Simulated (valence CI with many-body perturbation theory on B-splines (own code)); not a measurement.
Results of a calculation; reference values are marked as such.
Basis-set convergence for Pb⁺

Method: relativistic CI+MBPT: three valence electrons over a frozen Dirac-Fock core [Xe] 4f14 5d10, radial functions for each j: 9 s, 9 p, 8 d, 6 f, 3 g, 1 h, with the one-electron correlation potential Σ1, the two-electron term Σ2, the three-electron term Σ3, Breit, model QED; selected CI, second order for the rest, scaled by the run's own slope (own B-spline code, finite nucleus).

Set against measurement, 15 paired levels are off by 196 cm⁻¹ on average, the worst by 671. These come from a selection out of the NIST Handbook of Basic Atomic Spectroscopic Data. Levels without a partner in it may be off by more.

The reference run has the lowest level 6s²6p ²P°_1/2 and an ionisation energy of 15.0132 eV. Its largest variational space holds 9244 state functions.

Names give the largest LS component (configuration and term), which can be under half, so a name can repeat, a term be missing and a line seem to break the LS rules; names also repeat where a configuration has a term twice. Letters in brackets count levels of one name in rising energy.

Changed runs:
A. basis 6 s, 6 p, 5 d, 3 f, 1 g
B. basis 5 s, 5 p, 4 d, 2 f

Excitation energies of the reference run in cm⁻¹, and shifts in cm⁻¹:

```csv
Level,Reference,A,B
6s²6p ²P°_3/2,14397,-17,-52
6s6p² ⁴P_1/2,57240,-110,-292
6s²7s ²S_1/2,59790,-82,-227
6s6p² ⁴P_3/2,65701,-125,-343
6s²6d ²D_5/2,68949,-54,-78
6s²6d ²D_3/2,69948,-26,+37
6s6p² ⁴P_5/2,73961,-74,-161
6s²7p ²P°_1/2,74546,-95,-233
6s²7p ²P°_3/2,77342,-95,-245
6s6p² ²D_3/2,83133,+13,+61
6s²8s ²S_1/2 [a],88747,-561,+169
6s²8s ²S_1/2 [b],88951,,+20
Ionisation energy (eV),15.0132,-0.0131,-0.0395
```

A blank means that the level has no clear partner in that run.
